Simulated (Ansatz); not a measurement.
`C[O][GeH]([SH])[O]C`. Total charge 0; spin multiplicity 1. Geometry: relaxed with PBE0-D4/def2-TZVP. It is one conformer, not always the lowest.

```xyz
14

C    -0.277   -1.163    1.777
O    -0.826   -1.023    0.483
Ge   -1.018    0.611   -0.179
S    -1.827    0.229   -2.195
O     0.556    1.415   -0.217
C     1.593    0.886   -1.015
H    -0.917   -0.708    2.544
H    -0.196   -2.231    1.990
H     0.721   -0.717    1.851
H    -1.880    1.521    0.701
H    -1.582   -1.086   -2.061
H     1.922   -0.097   -0.656
H     1.291    0.787   -2.063
H     2.439    1.575   -0.960
```

**Question.** What is the dipole moment at r2SCAN/def2-TZVPP? (Estimate.)

**Answer.** Computed: 1.36 D, with components (0.73, -0.72, 0.89) D in this frame, pointing from negative to positive charge.

**Question.** And with PBE, B3LYP, ωB97M-V? (An estimate is asked.)

**Answer.** The calculation gave: PBE 1.31 D, B3LYP 1.30 D, ωB97M-V 1.28 D.

**Question.** Give the Mulliken charges with r2SCAN, ωB97M-V, B3LYP in def2-TZVPP. (Estimate.)

**Answer.** Ansatz gave: 
```csv
atom,r2SCAN,ωB97M-V,B3LYP
C1,0.00,-0.18,-0.13
O2,-0.42,-0.41,-0.42
Ge3,0.65,0.58,0.66
S4,-0.33,-0.29,-0.32
O5,-0.42,-0.41,-0.42
C6,0.01,-0.17,-0.12
H7,0.06,0.12,0.10
H8,0.06,0.12,0.11
H9,0.06,0.12,0.10
H10,0.01,0.04,0.01
H11,0.13,0.14,0.13
H12,0.06,0.11,0.09
H13,0.07,0.12,0.10
H14,0.06,0.12,0.11
```

B3LYP here is the variant with VWN-RPA as its local correlation; programs differ in this.
